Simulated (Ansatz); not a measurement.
Input file for `Br[SiH2]Br`:

```yaml
crystal:
  periodic: [false, false, false]
  atoms:
    - {symbol: Br, position_ang: [-1.662712, -1.254257, 0.353899]}
    - {symbol: Si, position_ang: [0.168111, -0.061049, 0.046393]}
    - {symbol: Br, position_ang: [-0.285707, 1.799342, -1.050281]}
    - {symbol: H, position_ang: [1.113637, -0.857734, -0.759899]}
    - {symbol: H, position_ang: [0.716571, 0.299998, 1.368388]}
basis:
  gaussian: {orbitals: def2-TZVPP}
correlation: {method: ccsd_t}
output: {orbitals: {seedname: orbitals}}
```

```sh
$ ansatz run in.yaml --threads 4 --pin off --events-out ev --progress --plain --max-ram 10444MiB
```

Log, shortened:

```
Functional definition: HF
1049 factors; integrals over basis functions are off by at most 6.9e-4 eV
mean field evaluation 1: about -147893.7367 eV, gradient 1.5e1 eV
mean field evaluation 2: about -147893.9276 eV, gradient 1.6e1 eV
mean field evaluation 4: about -147894.9094 eV, gradient 2.0e0 eV
mean field evaluation 8: about -147894.9340 eV, gradient 1.3e-1 eV
mean field -147894.93411468 eV, -5435.0385819276 hartree, gradient 4.7e-6 eV, S^2 0.000000; 0 other end points of the search recorded, 0 dependent functions left out
23 core orbitals not correlated: weight in the atoms' cores, before any rotation towards them, 1.000 or more for the frozen orbitals, at most 0.000 for the correlated occupied ones
reference -147894.93411468 eV, -5435.0385819276 hartree; 20, 20 occupied and 123, 123 virtual orbitals, 1049 factors
second order -18.26601134 eV of doubles, -0.00000000 eV of singles
cycle   1  -18.43613380 eV  change   -1.7e-1 eV  update   8.0e-2
cycle   2  -18.87559765 eV  change   -4.4e-1 eV  update   2.1e-2
cycle   3  -18.91903084 eV  change   -4.3e-2 eV  update   9.5e-3
cycle   4  -18.90606864 eV  change    1.3e-2 eV  update   2.1e-3
cycle   5  -18.90702191 eV  change   -9.5e-4 eV  update   8.5e-4
cycle   6  -18.90680491 eV  change    2.2e-4 eV  update   2.1e-4
cycle   7  -18.90669588 eV  change    1.1e-4 eV  update   6.9e-5
cycle   8  -18.90672839 eV  change   -3.3e-5 eV  update   2.2e-5
perturbative correction -0.65425415 eV, -0.0240433965 hartree
Total energy: -147914.49509722 eV, -5435.7574347769 hartree
```

Hardware: 4 threads of an Arm Neoverse V1 on a shared host. Wall time 14 s, peak host memory 0.93 GiB.

Correlation energy per correlated electron: -0.489 eV. T1 diagnostic: 0.0072.
